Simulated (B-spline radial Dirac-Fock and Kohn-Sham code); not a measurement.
Level of theory: ΔSCF Dirac-Fock with Breit, self-energy and vacuum polarisation, finite nucleus, configuration average; a radial B-spline solver. Correlation energy is missing from these numbers.

Q: Identify the element and charge state from the binding energies below (tabulated ground configuration; the least bound level is included).

```csv
level,binding energy (eV)
1s,92526.4
2s,22814.9
2p,21181.2
```

A: Hg⁷⁵⁺: Z = 80 with 5 electrons, [He] 2s2 2p1. The hydrogen-like estimate √(E/Ry) = 82.5 for the K level lies 2.5 above Z (screening lowers it, relativity raises it); the outermost level, at 21181.2 eV, fixes the charge.

Q: An atom or ion in its tabulated ground configuration has these computed binding energies (the last is its least bound level). Which is it?

```csv
level,binding energy (eV)
1s,73729.4
2p3/2,12571.6
3s,4882.6
3p3/2,4307.4
3d3/2,3904.8
3d5/2,3834.9
4p,2115.3
```

A: Re⁴²⁺: Z = 75 with 33 electrons, [Ar] 3d10 4s2 4p3. The hydrogen-like estimate √(E/Ry) = 73.6 for the K level lies 1.4 below Z (screening lowers it, relativity raises it); the outermost level, at 2115.3 eV, fixes the charge.

Q: Identify the element and charge state from the binding energies below (tabulated ground configuration; the least bound level is included).

```csv
level,binding energy (eV)
K,64202.4
L1,11778.7
M1,3401.2
M3,2928.8
M4,2542.3
N1,1328.5
"N4,5",992.5
```

A: Lu²⁶⁺: Z = 71 with 45 electrons, [Kr] 4d9. The hydrogen-like estimate √(E/Ry) = 68.7 for the K level lies 2.3 below Z (screening lowers it, relativity raises it); the outermost level, at 992.5 eV, fixes the charge.
